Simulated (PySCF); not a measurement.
SMILES C#C/C=C\CC, GFN2-xTB optimised geometry.

```
14

C      0.50    -2.52    -3.05
C      0.90    -1.94    -2.07
C      1.41    -1.26    -0.94
C      0.64    -0.71     0.00
C     -0.85    -0.71     0.00
C     -1.40     0.72     0.00
H      0.15    -3.03    -3.89
H      2.49    -1.22    -0.88
H      1.11    -0.20     0.83
H     -1.22    -1.25    -0.87
H     -1.21    -1.23     0.90
H     -1.04     1.26     0.87
H     -2.49     0.70     0.02
H     -1.08     1.24    -0.90
```

Density from PBE/def2-TZVP (PySCF) at that geometry.

Minimum of the electron density along straight lines between bonded atoms, close to the bond critical point (lines longer than 1.1 times the sum of covalent radii, or with two minima, are not listed):

```
bond    length / Å  ρ at the minimum / e bohr⁻³  ∇²ρ there / e bohr⁻⁵  position (fraction from the first atom)
------  ----------  ---------------------------  --------------------  ---------------------------------------
C1–C2        1.201                            ?                 -1.20                                     0.49
C2–C3        1.411                        0.294                 -0.83                                     0.53
C3–C4        1.332                            ?                 -1.04                                     0.50
C4–C5        1.493                        0.260                 -0.66                                     0.51
C5–C6        1.529                            ?                 -0.55                                     0.50
C1–H7        1.049                        0.297                 -1.10                                     0.66
C3–H8        1.083                        0.282                 -0.98                                     0.65
C4–H9        1.082                        0.284                 -0.99                                     0.64
C5–H10       1.091                        0.279                 -0.95                                     0.64
C5–H11       1.095                        0.274                 -0.91                                     0.64
C6–H12       1.088                        0.277                 -0.93                                     0.64
C6–H13       1.087                        0.277                 -0.93                                     0.64
C6–H14       1.088                        0.278                 -0.94                                     0.64
```

### Question
What belongs in the gaps?

### Answer

- C1–C2, ρ at the minimum / e bohr⁻³: 0.417
- C3–C4, ρ at the minimum / e bohr⁻³: 0.348
- C5–C6, ρ at the minimum / e bohr⁻³: 0.239
